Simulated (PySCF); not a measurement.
1,3-oxasiletane-2,4-dione (C2H2O3Si), SMILES O=C1OC(=O)[SiH2]1. Heavy atoms are numbered as in [O:1]=[C:2]1[O:3][C:4](=[O:5])[SiH2:6]1. Hydrogens are named by the atom that carries them.

Geometry optimised at TPSSh-D3(BJ)/def2-SVP.

All values below come from HF/pcSseg-1 in PySCF.

GIAO shieldings, no solvent; atoms alike by connectivity are averaged. δ = σ(ref) − σ: ¹⁷O against H2O (σ = 333.0 ppm); ¹³C against TMS (σ = 192.6 ppm); ²⁹Si against TMS (σ = 393.8 ppm); ¹H against TMS (σ = 31.99 ppm), references at their B3LYP-D3(BJ)/def2-TZVP geometries, non-relativistic.

```tsv
nucleus	atoms	count	δ (ppm)
¹⁷O	O1	2	570.0
¹⁷O	O3	1	512.2
¹³C	C2	2	185.1
²⁹Si	Si6 (SiH2)	1	-20.1
¹H	H on Si6	2	5.27
```
